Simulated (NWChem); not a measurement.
System: SiNH3OF2; SMILES F[Si](F)(N)O

```xyz
8

N      0.0971    -1.5758    -0.6045
Si    -0.0017    -0.0040     0.0063
O      1.3639     0.2993     0.8608
F     -1.3411     0.1073     0.8765
F     -0.1532     1.1744    -1.0791
H      0.9664    -1.9646    -0.9409
H     -0.7155    -2.1060    -0.8845
H      1.6319     1.2277     0.9054
```
Atoms are numbered in this order, from 1.

Results from NWChem. Coordinates come from a B3LYP/6-31G* (spherical d) optimisation.

Q: Predict the results for TPSS/aug-pcseg-1. Quantities: highest occupied level (eV); orbital gap (eV); dipole (D).

A: 
| Item | Result |
|---|---|
| highest occupied level (eV) | -6.92 |
| orbital gap (eV) | 5.89 |
| dipole (D) | 1.67 |
